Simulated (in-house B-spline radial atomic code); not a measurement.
Results of a calculation; reference values are marked as such.
## Ti ion on P atom: potential, deflection and energy transfer

The pair potential comes from two frozen, spherical free-atom densities (PBE, B-spline radial code, scalar-relativistic past argon): electrostatics plus the change in Thomas-Fermi kinetic and Dirac exchange energy where they overlap, the recipe behind the universal ZBL potential, which averages such potentials (from solid-state densities) over many pairs. It is written V = (Z1 Z2 e²/r) φ(r/a), with e² = 14.3996 eV·Å and a = 0.46850 Å/(Z1^0.23 + Z2^0.23); ZBL's fit is φ = 0.18175 e^(−3.1998x) + 0.50986 e^(−0.94229x) + 0.28022 e^(−0.4029x) + 0.02817 e^(−0.20162x). Where φ falls below 4e-4 it is continued as an exponential.

Masses 47.87 and 30.97 u.

```csv
x = r/a,"φ, this pair","φ, ZBL"
0.1,0.8986,0.8928
0.5,0.633,0.6096
1.5,0.3217,0.2995
3,0.1454,0.1292
5,0.06201,0.05224
8,0.0201,0.01705
12,0.005578,0.00474
17,0.001097,0.001212
```

(1) At x = 1 the electrostatic, kinetic and exchange parts are 12398.7, 5301.19 and -232.04 eV. Find r, V and φ.

(2) The ion comes in at 100.7 keV with impact parameter 0.2402 Å. The scattering integral gives a centre-of-mass angle of 10.56° and a closest approach of 2.117 a. What are the reduced energy, the energy passed on and the laboratory angles?

## Answers

(1) a = 0.46850/(2.0359 + 1.8642) = 0.12012 Å, so r = 0.12012 Å. V = 12398.7 + 5301.19 + (-232.04) = 17467.85 eV. The bare repulsion is 22 × 15 × 14.3996/0.12012 = 39558 eV, so φ = 0.4416, +6.0 % against ZBL's 0.4164. The kinetic (Pauli) term is 30 % of V here.

(2) ε = E a M2/(Z1 Z2 e² (M1 + M2)) = 100700 × 9.9302e-06 = 1. The most that one collision can pass on is γE with γ = 4 M1 M2/(M1 + M2)² = 0.9541. Here T = γE sin²(θ/2) = 0.9541 × 100700 × 0.008468 = 813.5 eV. The ion turns by arctan(sin θ/(cos θ + M1/M2)) = 4.1°, and the struck atom leaves at (180° − θ)/2 = 84.7°. The closest approach is 0.254 Å. With ZBL the angle would be 9.88° and T = 712.2 eV.
